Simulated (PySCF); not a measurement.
C4H6S, SMILES S1C(CC1)=C.

Coordinates come from a B3LYP-D3(BJ)/def2-SVP optimisation.

The numbers are results of PySCF with PBE/def2-TZVP, not measurements.

- total energy = -553.87338 hartree
- point group = Cs
- highest occupied level = -5.04 eV
- lowest empty level = -1.15 eV
- orbital gap = 3.89 eV
- dipole moment = 1.83 D
- quadrupole, principal values (traceless, Buckingham form, about the centre of nuclear charge) = -3.22, -0.60, 3.82 D·Å
- mean static polarisability = 67.2 bohr³ (9.96 Å³)
- polarisability, principal values = 45.6, 67.5, 88.5 bohr³
